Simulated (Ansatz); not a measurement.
Dissociation curve of SMILES C[C](C)(C)[GeH3] (C4H12Ge). The C1–Ge14 bond (C1 also carries C, C, C; Ge14 carries H, H, H) is stretched with both fragments frozen at the PBE0/def2-SVP optimised geometry.

Method: Ansatz (a program for electronic structure) with unrestricted PBE0/def2-SVP.

Task: Relative to R = 1.98 Å, what are the energies at R = 1.74, 2.10, 2.25, 2.61 Å?

Result: 65.1 kJ/mol at 1.74 Å, 8.2 kJ/mol at 2.10 Å, 35.6 kJ/mol at 2.25 Å, 127.9 kJ/mol at 2.61 Å.

The unrestricted determinant behind UKS-PBE0 is spin-contaminated at 3.28 to 5.73 Å (<S²> up to 1.0, against 0.00 for a pure singlet).
